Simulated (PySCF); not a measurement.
Match each property card to its molecule.

Structures:
1. `C(=C/C(=O)NC)/CO`
2. `FC1=C[C@@H]2C[C@H]1C=C2Cl`
3. `C=C(F)C(F)(F)C(F)(F)F`
4. `C#C[SiH2]c1ccccc1`
5. `C=CCC=C`

Card P (geometry GFN2-xTB):
* Rotational constants A, B, C: 19.666, 2.415, 2.392 GHz
* Static isotropic polarisability (PBE0/def2-SVPD): 63.0 au
* Strongest line among the 8 lowest singlet transitions (TDDFT PBE0/def2-SVPD): S6 at 7.89 eV (157 nm, f = 0.546)
* Point group: C2
* Largest of the computed one-bond spin–spin couplings (means over like bonds) (B3LYP/pcJ-1, spin–dipole term left out): 13C–1H +163.1 (×2), 13C–1H +161.6 (×2), 13C–1H +160.6 (×2), 13C–1H +134.0 (×2), 13C–13C +78.1 (×2), 13C–13C +41.6 (×2) Hz

Card Q (geometry GFN2-xTB):
* Rotational constants A, B, C: 3.017, 0.939, 0.910 GHz
* Static isotropic polarisability (PBE0/def2-SVPD): 85.1 au
* Lowest singlet excitation (TDDFT PBE0/def2-SVPD): 4.84 eV (256 nm, f = 0.005)
* HOMO energy (PBE0/def2-SVPD): -6.61 eV
* Dipole moment (PBE0/def2-SVPD): 1.53 D

Card R (geometry GFN2-xTB):
- Rotational constants A, B, C: 1.839, 1.194, 1.076 GHz
- Static isotropic polarisability (PBE0/def2-SVPD): 53.7 au
- Largest of the computed one-bond spin–spin couplings (means over like bonds) (B3LYP/pcJ-1, spin–dipole term left out for some pairs): 19F–13C -359.6 (×3), 19F–13C -342.0, 19F–13C -317.9 (×2), 13C–1H +176.1, 13C–1H +170.3 Hz
- Isotropic shieldings of nuclei other than C and H, by class (GIAO PBE0/pcSseg-1): 265 (3 F), 289 (1 F), 310 (2 F) ppm
- Strongest line among the 8 lowest singlet transitions (TDDFT PBE0/def2-SVPD): S1 at 7.39 eV (168 nm, f = 0.358)

Card S (geometry GFN2-xTB):
- Rotational constants A, B, C: 4.786, 1.181, 0.986 GHz
- Static isotropic polarisability (PBE0/def2-SVPD): 80.7 au
- Strongest line among the 6 lowest singlet transitions (TDDFT PBE0/def2-SVPD): S3 at 5.66 eV (219 nm, f = 0.274)
- Dipole moment (PBE0/def2-SVPD): 5.13 D
- Lowest singlet excitation (TDDFT PBE0/def2-SVPD): 4.59 eV (270 nm, f = 0.001)
- 13C chemical shifts (computed TMS as zero) by class (GIAO PBE0/pcSseg-1): 168.7 (1 C), 163.6 (1 C), 128.9 (1 C), 64.4 (1 C), 26.6 (1 C) ppm

Card T (geometry GFN2-xTB):
- Rotational constants A, B, C: 3.205, 0.839, 0.686 GHz
- Static isotropic polarisability (PBE0/def2-SVPD): 114.2 au
- Dipole moment (PBE0/def2-SVPD): 0.74 D
- Lowest singlet excitation (TDDFT PBE0/def2-SVPD): 5.41 eV (229 nm, f = 0.003)
- Strongest line among the 8 lowest singlet transitions (TDDFT PBE0/def2-SVPD): S2 at 5.99 eV (207 nm, f = 0.080)

Each SMILES stands for a single optimised conformer of the isolated species, non-relativistic unless stated; the electronic structure was computed with PySCF and density fitting. NMR classes are plain means over equivalent atoms (diastereotopic ones count apart unless rotation or inversion swaps them), as if these changed places fast.

Question: Which card belongs to which structure?

Answer: P = 5, Q = 2, R = 3, S = 1, T = 4. What ties each card to its structure:
- 1 (card S), C5H9NO2, monoisotopic mass 115.1 u, 8 heavy atoms: 5 C in 5 classes; the least shielded carbon (168.7 ppm) is an amide carbonyl carbon; an asymmetric top with C = 0.986 GHz; polarisability 80.7 au for 62 electrons; dipole 5.13 D.
- 2 (card Q), C7H6ClF, monoisotopic mass 144.0 u, 9 heavy atoms: an asymmetric top with C = 0.910 GHz; polarisability 85.1 au for 74 electrons; dipole 1.53 D.
- 3 (card R), C4H2F6, monoisotopic mass 164.0 u, 10 heavy atoms: an asymmetric top with C = 1.076 GHz; polarisability 53.7 au for 80 electrons, the smallest shown.
- 4 (card T), C8H8Si, monoisotopic mass 132.0 u, 9 heavy atoms: an asymmetric top with C = 0.686 GHz, the lowest such constant on the cards; polarisability 114.2 au for 70 electrons, the largest shown; dipole 0.74 D.
- 5 (card P), C5H8, monoisotopic mass 68.1 u, 5 heavy atoms: point group C2; an asymmetric top with C = 2.392 GHz, the highest such constant on the cards; polarisability 63.0 au for 38 electrons.
